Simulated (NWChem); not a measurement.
CrO2F2; SMILES [O]=[Cr]([F])(=[O])[F]

### Question
Give the equilibrium geometry at PBE0/def2-SVP (NWChem) as a list of bonds and angles, with the point group.

### Answer
point group C2v; any orientation.
Bonded distances (Å): Cr1–O2 1.525, Cr1–O3 1.525, Cr1–F4 1.685, Cr1–F5 1.685. Bond angles (°): O2–Cr1–O3 108.2, O2–Cr1–F4 109.5, O2–Cr1–F5 109.5, O3–Cr1–F4 109.5, O3–Cr1–F5 109.5, F4–Cr1–F5 110.4.
